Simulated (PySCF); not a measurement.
HgI2, optimised at PBE0/def2-TZVP:

```xyz
3

Hg     0.0000     0.0000     0.0000
I      1.5213     1.5225    -1.4217
I     -1.5213    -1.5225     1.4217
```

Energies from PySCF, thermal terms from the rigid-rotor harmonic-oscillator model, ideal gas at 1 bar. All species are closed-shell singlets. Hg, I: scalar-relativistic def2 core potential, no spin-orbit coupling.

### Question
List the harmonic frequencies (cm⁻¹, unscaled) at this level and at the other levels, each on its own geometry.

### Answer
- PBE0/def2-TZVP: 52, 53, 156, 231
- PBE/def2-SVP: 50, 51, 143, 217
